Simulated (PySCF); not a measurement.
# Ionisation energy of Ti(4+) by level of theory

Ti(4+) [Ar] (1S) → Ti(5+) [Ne] 3s2 3p5 (2P), as a difference of total energies. Computed with PySCF 2.14 in an uncontracted even-tempered set (19 s from 0.13 bohr⁻², ratio 2.5; 13 p from 0.17 bohr⁻², ratio 2.5; 5 d from 2.3 bohr⁻², ratio 2.7; 5 f from 3.5 bohr⁻², ratio 2.7), with the non-relativistic Hamiltonian (point nucleus). Correlated levels: outer shells: 1s2 frozen; virtual orbitals above 40 to 60 times the deepest correlated orbital energy dropped. The calculations carry no spin-orbit coupling.

Problem. Order these methods by the ionisation energy they give, lowest first.
A. r2SCAN
B. BLYP
C. SCS-MP2 (outer shells)
D. LDA

Solution. C (98.777 eV), B (99.031 eV), A (99.408 eV), D (99.460 eV).

A first-order spin-orbit estimate (lowest level to lowest level, LS coupling) adds -0.224 eV.

These non-relativistic numbers lack the scalar-relativistic shift.

For comparison: 99.299 ± 0.012 eV (measured; NIST Atomic Spectra Database, ionization energies).
